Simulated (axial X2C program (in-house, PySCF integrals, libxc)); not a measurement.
## Spin–orbit effects down a group: molecules with S (ions), HF

Computed with an axial X2C code built on PySCF integrals, spin-free (one-electron X2C) or two-component (2c: spin–orbit coupling with atomic mean-field Coulomb and Gaunt terms, which also bring small scalar terms), in Dyall basis sets with cores contracted in-house; open shells are unrestricted.

Basis sets: Al dyall-av3z, B dyall-av3z, Ga dyall-acv3z, In dyall-acv3z, S dyall-av3z.

```tsv
molecule	spin-free state	Re (Å)	ωe (cm⁻¹)	De (eV)	2c state	Re 2c (Å)	ωe 2c (cm⁻¹)	De 2c (eV)
BS⁻	M_S = 0, Λ = 0	1.686	1027.0	4.40	Ω = 0	1.686	1026.8	4.37
AlS⁻	M_S = 0, Λ = 0	2.091	599.0	3.43	Ω = 0	2.092	598.9	3.35
GaS⁻	M_S = 0, Λ = 0	2.127	470.0	2.93	Ω = 0	2.127	469.7	n/a
InS⁻	M_S = 0, Λ = 0	2.319	408.6	2.46	Ω = 0	2.319	408.3	n/a
```

Fragments in 2c: S- + B, S- + Al, Ga + S-, In + S-. Each entry is the lowest single determinant of a limited PBE0 search at one distance. De goes to single-determinant-based atoms at the same level (for ions the charge split of lowest energy) and is withheld (n/a) where an atom does not fit its ground term or J level. Main or longest-lived isotopes. Some light 2c atoms are not at their ground J level, so De misses part of their lowering (0.04 eV or less).
